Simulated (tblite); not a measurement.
C6H9NOSi.
Numbering: `[CH:1]#[C:2][C:3](=[CH2:4])[SiH2:5][NH:6][C:7]([CH3:8])=[O:9]` (hydrogens: H10 on C1; H11, H12 on C4; H13, H14 on Si5; H15 on N6; H16, H17, H18 on C8)

The geometry is computed with GFN2-xTB (gas phase).

Problem. Give the optimised bond lengths and angles.

Solution. 
| bond | length (bohr) |
| --- | --- |
| C1≡C2 | 2.272 |
| C2–C3 | 2.668 |
| C3=C4 | 2.519 |
| C3–Si5 | 3.591 |
| Si5–N6 | 3.308 |
| N6–C7 | 2.547 |
| C7–C8 | 2.848 |
| C7=O9 | 2.297 |
| C1–H10 | 1.983 |
| C4–H11 | 2.039 |
| C4–H12 | 2.034 |
| Si5–H13, Si5–H14 | 2.759 |
| N6–H15 | 1.904 |
| C8–H16, C8–H17, C8–H18 | 2.055 |

Bonds in one row agree within 0.02 bohr and their mean is given. A selection of angles:
| angle | degrees |
| --- | --- |
| C1–C2–C3 | 177.5 |
| C2–C3–C4 | 120.1 |
| C2–C3–Si5 | 118.8 |
| C4–C3–Si5 | 121.1 |
| C3–Si5–N6 | 103.0 |
| Si5–N6–C7 | 113.7 |
| N6–C7–C8 | 117.1 |
| N6–C7–O9 | 118.5 |
| C8–C7–O9 | 124.4 |
| H15–N6–Si5 | 125.7 |
| H15–N6–C7 | 120.6 |

Dihedral angles: C2–C3–Si5–N6 6° (synperiplanar); C3–Si5–N6–C7 180° (antiperiplanar); Si5–N6–C7–C8 -179° (antiperiplanar). The mirror-image conformer, all signs reversed, is as good.

The 4 C–C bonds span 1.202 Å (C1≡C2, drawn triple) to 1.507 Å (C7–C8, drawn single), a spread of 0.305 Å. N6 (amide nitrogen) is planar (angles 125.7°, 120.6° and 113.7°, sum 360.0°, 0.00 Å off the plane of its three neighbours). Of the pairs four or more bonds apart, C2···H15 is among the closest relative to their van der Waals radii: 2.62 Å, 90 % of the sum of Bondi's values. Si5 (SiH2 silicon) is distorted tetrahedral (angles from 103.0° to 114.6°).

Point group: near Cs, missed by 0.31 Å at most; the miss may be what the optimiser left on a soft mode. Its GFN2-xTB frequencies are all real (lowest 15 cm⁻¹). One conformer, not necessarily the lowest. 3 starts were optimised and ended at 0.00, 1.13 and 2.40 kcal/mol (GFN2-xTB); the lowest of these is shown.
